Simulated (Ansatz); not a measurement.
`C#C[SiH2]F` + `[OH]`• → `C#C[SiH]F`• + H₂O at 700 K and 1 bar (hydrogen abstraction from the Si–H bond).

Computed with Ansatz on PBE0-D4/def2-TZVP structures; ΔE is electronic, products minus reactants. CCSD(T)/CBS adds triple-zeta CCSD(T) − MP2 to the extrapolated MP2 energy (def2 sets, frozen cores). This one scheme is used for every species. No spin–orbit coupling; open shells (•) take unrestricted orbitals.

```json
{"species": "`C#C[SiH2]F`", "CCSD(T)/CBS energy (Eh)": "-466.78369", "H − E (kJ/mol)": "159.3", "S (J/(mol·K))": "383.1"}
{"species": "`[OH]`•", "CCSD(T)/CBS energy (Eh)": "-75.67771", "H − E (kJ/mol)": "42.8", "S (J/(mol·K))": "208.9"}
{"species": "`C#C[SiH]F`•", "CCSD(T)/CBS energy (Eh)": "-466.12403", "H − E (kJ/mol)": "129.9", "S (J/(mol·K))": "379.1"}
{"species": "H₂O", "CCSD(T)/CBS energy (Eh)": "-76.37941", "H − E (kJ/mol)": "80.5", "S (J/(mol·K))": "218.4"}
```

H − E and S are ideal-gas, rigid-rotor, harmonic terms from PBE0-D4/def2-TZVP, for one conformer and one mirror image of each species, with the whole ground term of open shells counted as degenerate. 1 Eh = 2625.50 kJ/mol, R = 8.31446 J/(mol·K).

By hand: ΔE, ΔH, ΔS and ΔG.

ΔE = (-466.12403) + (-76.37941) − (-466.78369) − (-75.67771) = -0.04204 Eh = -110.4 kJ/mol. Δ(H − E) = 129.9 + 80.5 − 159.3 − 42.8 = 8.3, so ΔH = -102.1 kJ/mol. ΔS = 379.1 + 218.4 − 383.1 − 208.9 = 5.5 J/(mol·K). ΔG = -102.1 − 700 × (5.5)/1000 = -105.9 kJ/mol.

By hand: the equilibrium constant, and the temperature at which ΔG would vanish if ΔH and ΔS stayed fixed.

log₁₀ K = −ΔG/(RT ln 10) = 7.9. ΔH and −TΔS have one sign here, so there is no such temperature.

The number of gas molecules stays the same, so ΔS is small and ΔH decides. A doubt of 5 kJ/mol in ΔE shifts log₁₀ K by 0.4 here. Other conformers and mirror images would add mixing entropy, several J/(mol·K) or more a flexible species. These are equilibria of isolated gas molecules and say nothing of rates. Largest T1 diagnostic: 0.024 (customary marks: 0.02 for closed shells, 0.045 for open ones).

ΔS is within the doubt of such terms, so its sign, and with it that verdict, could turn.
